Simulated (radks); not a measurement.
Task: Species: neutral gadolinium. Configuration: [Xe] 4f7 5d1 6s2. All-electron calculation, non-relativistic Kohn-Sham, LB94 model potential, spin-polarised, spherical densities, point nucleus; open shells are filled with parallel spins first (spin-orbit coupling, left out, can overturn this in heavy ions); relativity is left out, which matters for an element this heavy. Program: a radial shooting solver on a logarithmic mesh with Libxc functionals. Some entries of the table are withheld. Estimate them.

orbital,occ.,eigenvalue (Ry),<1/r> (bohr^-1),<r> (bohr)
1s up,1,-3472.327,63.50,0.02368
1s down,1,-3472.327,63.50,0.02368
2s down,1,-554.2271,14.76,0.1008
2s up,1,-554.2206,14.76,0.1008
2p down,3,-527.7446,14.80,0.08541
2p up,3,-527.7404,14.80,0.08541
3s up,1,-123.1101,5.561,0.2602
3s down,1,-123.1099,5.564,0.2600
3p down,3,-111.1955,5.510,0.2497
3p up,3,-111.1941,5.507,0.2499
3d down,5,-88.92128,5.415,0.2215
3d up,5,-88.91497,5.413,0.2217
4s up,1,-24.62884,2.363,0.5888
4s down,1,-24.28659,2.361,0.5891
4p up,3,-19.98814,2.273,0.6024
4p down,3,-19.64855,2.271,0.6027
4d up,5,-11.70606,2.074,0.6364
4d down,5,-11.37258,2.073,0.6368
5s up,1,-3.66293,0.9384,1.405
5s down,1,-3.42335,0.9220,1.429
5p up,3,-2.37579,0.8306,1.574
5p down,3,-2.17401,0.8088,1.612
4f up,7,-1.58898,1.602,0.8012
4f down,0,-1.28626,1.593,0.8130
5d up,1,(1),0.5505,(2)
6s up,1,-0.51111,0.3233,(3)
5d down,0,(4),0.5181,(5)
6s down,1,-0.45469,0.3114,(6)

Result: 
(1) 5d up eigenvalue (Ry): -0.58284
(2) 5d up <r> (bohr): 2.369
(3) 6s up <r> (bohr): 3.929
(4) 5d down eigenvalue (Ry): -0.47779
(5) 5d down <r> (bohr): 2.516
(6) 6s down <r> (bohr): 4.102
